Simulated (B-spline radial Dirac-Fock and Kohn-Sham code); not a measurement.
5p1/2 photoionisation of Au⁺ near threshold

System: the Au⁺ ion, [Xe] 4f14 5d10. The computed 5p1/2 threshold is 91.21 eV; without correlation, outer thresholds are uncertain by 1 to 2 eV.

Level of theory: independent-particle photoionisation in a Dirac-Hartree-Slater potential with a Latter tail, all multipoles, thresholds from Dirac-Fock ΔSCF; a radial finite-basis atomic code. Interchannel coupling and autoionising resonances are not included, so magnitudes near threshold are approximate.

Question: How do σ and β run from threshold to 400 eV kinetic energy?

Answer: The cross section shows no minimum in this range. It is largest at the lowest energy, 1.02 Mb. β ranges from -0.03 (at 163.6 eV) to 2.00.

| kinetic energy (eV) | σ (Mb) | β |
| --- | --- | --- |
| 1.5 | 1.02 | 1.81 |
| 1.9 | 1.01 | 1.85 |
| 2.3 | 1.00 | 1.88 |
| 2.9 | 0.989 | 1.91 |
| 3.7 | 0.973 | 1.94 |
| 4.6 | 0.952 | 1.96 |
| 5.7 | 0.925 | 1.98 |
| 7.2 | 0.891 | 1.99 |
| 9.0 | 0.849 | 2.00 |
| 11.2 | 0.797 | 2.00 |
| 14.0 | 0.735 | 1.98 |
| 17.5 | 0.663 | 1.95 |
| 21.9 | 0.581 | 1.90 |
| 27.4 | 0.492 | 1.83 |
| 34.2 | 0.400 | 1.72 |
| 42.8 | 0.312 | 1.57 |
| 53.5 | 0.233 | 1.37 |
| 66.9 | 0.168 | 1.11 |
| 83.7 | 0.118 | 0.80 |
| 104.7 | 0.0831 | 0.45 |
| 130.9 | 0.0596 | 0.14 |
| 163.6 | 0.0446 | -0.03 |
| 204.6 | 0.0353 | -0.01 |
| 255.8 | 0.0292 | 0.17 |
| 319.9 | 0.0248 | 0.44 |
| 400.0 | 0.0210 | 0.72 |
